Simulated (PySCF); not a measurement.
Vertical excitations of a molecule C6H6N, multiplicity 2 from TDA-M06-2X/def2-SVPD (PySCF 2.14.0), as energy in eV (oscillator strength): 1.97 (0.001), 3.30 (0.001), 4.09 (0.001), 4.36 (0.001), 4.83 (0.007), 5.02 (0.003), 5.23 (0.031), 5.55 (0.003), 5.62 (0.017), 5.65 (0.003). Geometry: r2SCAN-D4/def2-SVP. Other conformers were not sampled.

Problem. Which molecule gave these data?
A) Cc1ccc[c]n1
B) [NH]c1ccccc1
C) Nc1[c]cccc1
D) Nc1cc[c]cc1

Solution. C, Nc1[c]cccc1
